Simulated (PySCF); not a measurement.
**Dipole response of C⁻ (carbon, charge -1)**

[He] 2s2 2p3, high-spin 4S determinant. All numbers are calculated (PySCF 2.14, no relativity, point nucleus, in dyall-av2z (11s7p2d, 42 functions)). Coupled (time-dependent) response in atomic units; α is the mean over directions. A double-zeta set is small for polarisabilities.

```
method  mean α (bohr³)  C₆ (like pair)  S(−4)
   UHF           32.78           208.6  911.3
```

S(−4) is the Cauchy moment in α(ω) = α(0) + S(−4) ω² + …

α(iu) at UHF:

```tsv
u (hartree)	α(iu) (bohr³)
0	32.78
0.0500	30.73
0.100	26.46
0.200	19.00
0.300	14.30
0.500	8.831
0.750	5.302
1.00	3.462
1.50	1.781
2.00	1.078
3.00	0.5178
5.00	0.2008
```

A single London oscillator, α(iu) = α/(1 + u²/ω²), gives C₆ = (3/4) ω α². Matching the computed C₆ needs ω = 4 × 208.6 / (3 × 32.78²) = 0.259 hartree.

For an ion, C₆ is the dispersion term alone; charge-induced terms of lower order in 1/R come first.
